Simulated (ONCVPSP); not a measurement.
# Wu-Cohen ONCV dataset for Hg, fully relativistic all-electron reference.

```
Element                 : mercury
Generator               : ONCVPSP 4.0.1
Type                    : optimised norm-conserving Vanderbilt (ONCV)
Functional              : Wu-Cohen
Relativity              : fully relativistic
Frozen core             : [Kr] 4d10 4f14
Valence charge          : 20
Reference configuration : 5s2 5p6 5d10 6s0.5 (charge +1.5)
Partial waves           : 5s+6s: rc 1.65 bohr, ncon 4, nbas 8, qcut 9.1 1/bohr, 2 projectors; 5p: rc 1.75 bohr, ncon 3, nbas 7, qcut 9.6 1/bohr, 2 projectors, debl 1.2 Ha; 5d: rc 1.25 bohr, ncon 4, nbas 9, qcut 9.1 1/bohr, 3 projectors, debl 1.2 Ha
Local potential         : polynomial inside 1.00 bohr (lpopt 5, dvloc0 0 Ha)
Core correction         : Teter function, fcfact 3.5, rcfact 1.05
```

Open shells are filled in proportion to 2j + 1.

In the p channel the program set the typed energies aside and used -2.782, 0.250 Ha (j = l + 1/2; the other j can differ).

What the tests gave:

```
Cutoffs needed             : 26 Ha and 35 Ha (the cutoffs (Ha) at which the residual kinetic energy of the hardest occupied pseudo-wave falls to 1 and 0.1 mHa per electron)
Ghost test                 : ghosts flagged at negative energy: d5/2 at -10964.6 eV; GHOST(+) flagged for s at 65.9 eV; a true bound ghost makes a file unfit for plane-wave use
Largest excitation error   : -3.4 meV (all-electron minus pseudo) for 5s2 5p6 5d10 6s2, out of 4 test configurations
rms error of d²Exc/dni dnj : 9.88 mHa without and 6.57 mHa with the model core
```

Generation and tests took about 9.2 s on one core of a shared server CPU.
